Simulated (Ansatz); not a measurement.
System: C2H9N2Si (charge -1, singlet). It need not be the lowest isomer of its formula. Whether it binds its extra electron was not tested at this geometry. 
Coordinates optimised at B3LYP-D3(BJ)/def2-TZVP (Ansatz, a quantum-chemistry and plane-wave program):
```
Si
C 1 1.7566
H 2 1.0881 1 120.77
H 2 1.0884 3 114.11 1 -163.85
N 1 1.7886 2 117.81 3 143.28
H 5 1.0127 1 111.33 2 -29.03
H 5 1.0132 6 107.97 1 -122.31
N 1 1.7971 2 118.21 3 -101.11
H 8 1.0110 1 111.60 2 38.80
H 8 1.0154 9 108.96 1 -130.68
C 1 1.9125 2 110.79 3 22.55
H 11 1.0936 1 111.14 2 67.26
H 11 1.0947 12 107.80 1 121.60
H 11 1.0952 12 107.84 13 116.50
```
Charge -1, spin multiplicity 1.

Basis-set convergence of Hartree-Fock and MP2 correlation energies (hartree) with Ansatz. Valence correlation only, unless marked. Spin-orbit coupling is left out. Non-relativistic. This anion needs diffuse functions, which these sets lack.

```tsv
basis	functions	E(HF)	E(corr, MP2)
cc-pV(D+d)Z	124	-478.82081	-0.74573
cc-pV(T+d)Z	285	-478.91259	-0.93259
cc-pV(Q+d)Z	554	[?]	[?]
```

### Question
Complete the blanks.

### Answer

- cc-pV(Q+d)Z, E(HF): -478.93517
- cc-pV(Q+d)Z, E(corr, MP2): -0.99833
